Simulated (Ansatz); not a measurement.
```xyz
4

Al    0.0000    0.0000    0.0000
H     0.0000    0.0000    4.2560
Si    0.0000    6.3973   -1.1280
Si    5.5401   -3.1987   -1.1280
```

Basis set: pcseg-2 (spherical functions). Charge 0, multiplicity 3.

Computed with Ansatz (development build ahead of 0.2.0); each method stands on the lowest determinant of its kind that the runs found. Restricted functionals stand beside restricted open-shell atoms, which can lie above the unrestricted atoms usual in DFT and then raise those values.

The atomization energy at this shape (free ground-state atoms in the same class of orbitals less the molecule, no zero-point energy) of triplet AlSi₂H in separate pieces:

```tsv
method	atomization energy
PBE0 (unrestricted)	5.3 kJ/mol
PBE (restricted open-shell)	-113.9 kJ/mol
UHF	2.0 kJ/mol
```

(1) What does PBE0 (restricted open-shell) give?

Results:

(1) -178.0 kJ/mol. Caution: other spin multiplicities may lie lower; the shape is not the minimum. Caution for PBE0 (unrestricted), PBE0 (restricted open-shell), PBE (restricted open-shell): charge can spread falsely over distant fragments. Caution for PBE0 (unrestricted), UHF: the unrestricted determinant is a mixture of spin states. Caution for PBE0 (restricted open-shell): an unrestricted determinant lies well below. Caution for PBE0 (restricted open-shell), PBE (restricted open-shell): the molecule lies well above its atoms at this level. Caution for PBE (restricted open-shell): stretched shape with no unrestricted run beside it, a lower state can exist.
